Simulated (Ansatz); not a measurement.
Start from `[F][In]([SH])[O][SiH3]` and change one atom or group to get `[F][In]([F])[SH]`.

Ansatz, PBE0-D4/def2-TZVP geometries, multiplicity 1. Each molecule was computed in one conformer, which needn't be the lowest.

Elements past krypton have def2 core potentials.

```tsv
property	`[F][In]([SH])[O][SiH3]`
LUMO energy (B3LYP/def2-TZVPP) / eV	-2.72
HOMO–LUMO gap (ωB97M-V/def2-TZVPP) / eV	10.07
HOMO–LUMO gap (PBE0/def2-TZVPP) / eV	5.95
HOMO energy (B3LYP/def2-TZVPP) / eV	-8.10
HOMO energy (PBE0/def2-TZVPP) / eV	-8.34
size of the dipole moment (ωB97M-V/def2-TZVPP) / D	1.98
```

**Question.** Give the same properties after the change, and the shifts. (Best estimate.)

**Answer.** Computed: 
| property | `[F][In]([F])[SH]` | shift |
| --- | --- | --- |
| LUMO energy (B3LYP/def2-TZVPP) / eV | -3.00 | -0.28 |
| HOMO–LUMO gap (ωB97M-V/def2-TZVPP) / eV | 10.06 | -0.01 |
| HOMO–LUMO gap (PBE0/def2-TZVPP) / eV | 5.91 | -0.04 |
| HOMO energy (B3LYP/def2-TZVPP) / eV | -8.32 | -0.22 |
| HOMO energy (PBE0/def2-TZVPP) / eV | -8.56 | -0.22 |
| size of the dipole moment (ωB97M-V/def2-TZVPP) / D | 2.74 | 0.76 |

The zero-point energy changes by -71.7 kJ/mol with -12 modes. Dipoles are sizes alone; their direction can turn.

B3LYP here is the variant with VWN-RPA as its local correlation; programs differ in this.
